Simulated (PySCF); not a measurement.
Spectrum to structure. Computed with TDDFT B3LYP/def2-SVPD, vertical, gas phase, core orbitals frozen in the response in PySCF 2.14.0, density-fitted response routines. Geometries: PBE0-D3(BJ)/def2-SVP, one conformer each.

```tsv
state	E (eV)	λ (nm)	f
S1	5.06	245.3	0.016
S2	5.78	214.4	0.044
S3	6.31	196.4	0.015
S4	6.39	193.9	0.030
S5	6.52	190.1	0.015
S6	6.70	185.1	0.026
S7	6.80	182.5	0.018
S8	6.85	181.0	0.124
S9	6.94	178.5	0.058
S10	7.14	173.7	0.083
```

Triplets computed (Tamm–Dancoff): 4.54, 4.73, 5.14, 5.75 eV.

Orbital energies (eV): HOMO-3 -8.44, HOMO-2 -8.36, HOMO-1 -7.72, HOMO -6.56, LUMO -0.36, LUMO+1 0.15, LUMO+2 0.52.

Problem. Which structure fits? All have the formula C8H13P.
A. `C=CC1=C(C(C)C)P1C`
B. `C=CC1=C(C)CP(C)C1`
C. `C#CPC1CCCCC1`

Solution. C. Its S1, at 5.06 eV, is the highest among the candidates; the nearest of the others has S1 at 4.57 eV. S1 is HOMO→LUMO (93%). Löwdin shares by element: HOMO phosphorus 43%, carbon 42% or more (atoms not listed hold the other 15%); LUMO carbon 44% or more, phosphorus 21%, hydrogen 9% or more (atoms not listed hold the other 26%). At the same level the other candidates give, for their lowest levels:
- `C=CC1=C(C(C)C)P1C`: 4.06 eV (f 0.103); 4.78 eV (f 0.001); 5.25 eV (f 0.003); 5.52 eV (f 0.124); 5.62 eV (f 0.167); T1 2.93 eV; HOMO -5.92, LUMO -1.27 eV
- `C=CC1=C(C)CP(C)C1`: 4.57 eV (f 0.003); 5.15 eV (f 0.476); 5.65 eV (f 0.013); 6.00 eV (f 0.017); 6.00 eV (f 0.003); T1 3.03 eV; HOMO -6.10, LUMO -0.98 eV
